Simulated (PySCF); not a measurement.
**Excitation energy of I²⁺ by level of theory**

I²⁺ [Kr] 4d10 5s2 5p3 (4S) → I²⁺ [Kr] 4d10 5s1 5p3 5d1 (6D), as a difference of total energies. Calculation: PySCF 2.14, in aug-cc-pVDZ-PP with ECP28MDF (5s4p3d, 32 functions); a scalar-relativistic core potential. Correlated levels: valence: 4s2 4p6 4d10 frozen. The calculations carry no spin-orbit coupling.

```tsv
method	excitation energy (cm⁻¹)
UHF	163700
MP2 (valence)	171830
SCS-MP2 (valence)	173110
CCSD (valence)	173780
CCSD(T) (valence)	173900
CCSDT (valence)	173920
```

The promoted electron is Rydberg-like, and one or two diffuse shells describe it only roughly, which tends to raise the upper state.
